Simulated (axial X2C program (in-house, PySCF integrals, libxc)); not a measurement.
## Ionising the radicals of a process plasma

Calculated with an in-house all-electron X2C program for linear molecules (integrals from PySCF), spin-free (one-electron X2C) or two-component (2c: spin–orbit coupling with atomic mean-field Coulomb and Gaunt terms, which also bring small scalar terms), in Dyall basis sets with cores contracted in-house; open shells are unrestricted.

Level CCSD(T), 2c. Basis sets: Br dyall-cv3z, C dyall-v3z, Cl dyall-av3z, Ge dyall-cv3z, H dyall-v3z, Mg dyall-cv3z, O dyall-av3z, P dyall-v3z, Si dyall-v3z, Zr dyall-cv3z. Frozen shells (counts by l): ZrBr Zr 4s3p1d, Br 3s2p1d, 11 electrons correlated; MgSi Si 2s1p, Mg 2s1p, 6 electrons correlated; SiBr Br 3s2p1d, Si 2s1p, 11 electrons correlated; GeH Ge 3s2p, H none, 15 electrons correlated; SiC Si 2s1p, C 1s, 8 electrons correlated; CCl Cl 2s1p, C 1s, 11 electrons correlated; PBr Br 3s2p1d, P 2s1p, 12 electrons correlated; PC P 2s1p, C 1s, 9 electrons correlated; GeO Ge 3s2p1d, O 1s, 10 electrons correlated. Coupled cluster in natural virtuals with an MP2 remainder. Where the outer core of a metal is frozen, bonds come out longer and ionisation energies lower.

| species | state | ion state | adiabatic IE with zero-point terms (eV) | D0 (eV) | D0 of the ion (eV) |
| --- | --- | --- | --- | --- | --- |
| ZrBr | Ω = 3/2 (⟨Sz⟩ = 1.50, ⟨Lz⟩ = 0.00 at HF) | Ω = 1 (⟨Sz⟩ = -0.99, ⟨Lz⟩ = 1.99 at HF) | 6.21 | n/a | n/a |
| MgSi | Ω = 1 (⟨Sz⟩ = 1.00, ⟨Lz⟩ = 0.00 at HF) | Ω = 1/2 (⟨Sz⟩ = -0.50, ⟨Lz⟩ = 1.00 at HF) | 6.71 | 0.89 | 1.72 |
| SiBr | Ω = 1/2 (⟨Sz⟩ = -0.50, ⟨Lz⟩ = 1.00 at HF) | Ω = 0 (closed shell) | 7.21 | 3.48 | 4.34 |
| GeH | Ω = 1/2 (⟨Sz⟩ = -0.50, ⟨Lz⟩ = 1.00 at HF) | Ω = 0 (closed shell) | 7.74 | n/a | 2.85 |
| SiC | Ω = 2 (⟨Sz⟩ = 1.00, ⟨Lz⟩ = 1.00 at HF) | Ω = 3/2 (⟨Sz⟩ = 1.50, ⟨Lz⟩ = 0.00 at HF) | 8.72 | 3.98 | 3.34 |
| CCl | Ω = 1/2 (⟨Sz⟩ = -0.50, ⟨Lz⟩ = 1.00 at HF) | Ω = 0 (closed shell) | 8.73 | 3.90 | 6.33 |
| PBr | Ω = 1 (⟨Sz⟩ = 1.00, ⟨Lz⟩ = 0.00 at HF) | Ω = 1/2 (⟨Sz⟩ = -0.50, ⟨Lz⟩ = 1.00 at HF) | 8.93 | 2.40 | 3.92 |
| PC | Ω = 1/2 (⟨Sz⟩ = 0.50, ⟨Lz⟩ = 0.00 at HF) | Ω = 2 (⟨Sz⟩ = 1.00, ⟨Lz⟩ = 1.00 at HF) | 10.72 | 4.78 | 4.51 |
| GeO | Ω = 0 (closed shell) | Ω = 3/2 (⟨Sz⟩ = 0.50, ⟨Lz⟩ = 1.00 at HF) | 10.91 | n/a | 3.47 |

Problem. Which of these can a metastable argon atom (³P2, 11.55 eV, NIST) ionise on energy grounds?

Solution. At CCSD(T), 2c, IE lies below 11.55 eV for ZrBr, MgSi, SiBr, GeH, SiC, CCl, PBr, PC, GeO.

Problem. Which of these can a metastable xenon atom (³P2, 8.32 eV, NIST) ionise on energy grounds?

Solution. At CCSD(T), 2c, IE lies below 8.32 eV for ZrBr, MgSi, SiBr, GeH.

Problem. Give the threshold for dissociative ionisation to the lowest fragments, IE + D0(ion).

Solution. At CCSD(T), 2c: MgSi → Si + Mg+: 8.43 eV; SiBr → Br + Si+: 11.55 eV; GeH → Ge+ + H: 10.59 eV; SiC → Si+ + C: 12.06 eV; CCl → Cl + C+: 15.06 eV; PBr → Br + P+: 12.85 eV; PC → P+ + C: 15.23 eV; GeO → Ge+ + O: 14.38 eV.

Each entry is the lowest single determinant of a limited PBE0 search at one distance. De goes to single-determinant-based atoms at the same level (for ions the charge split of lowest energy) and is withheld (n/a) where an atom does not fit its ground term or J level. Main or longest-lived isotopes. One determinant is a doubtful description, or other states lie close, for ZrBr, ZrBr⁺, MgSi, SiC, SiC⁺, CCl⁺, PBr, PC, PC⁺, GeO, GeO⁺; these need not be ground states, and all values refer to the states named. Some open-shell Ω = 0 determinants are out of reach, so the Ω given for MgSi, SiC, PBr, PC⁺ need not be the lowest component. With several unpaired electrons the Ω given is that of one determinant, not necessarily of the lowest component. Some light 2c atoms are not at their ground J level, so De misses part of their lowering (0.04 eV or less). These values were not checked against measured ones; errors of some tenths of an eV are usual, and D0 of doubtful transition-metal species is not given.
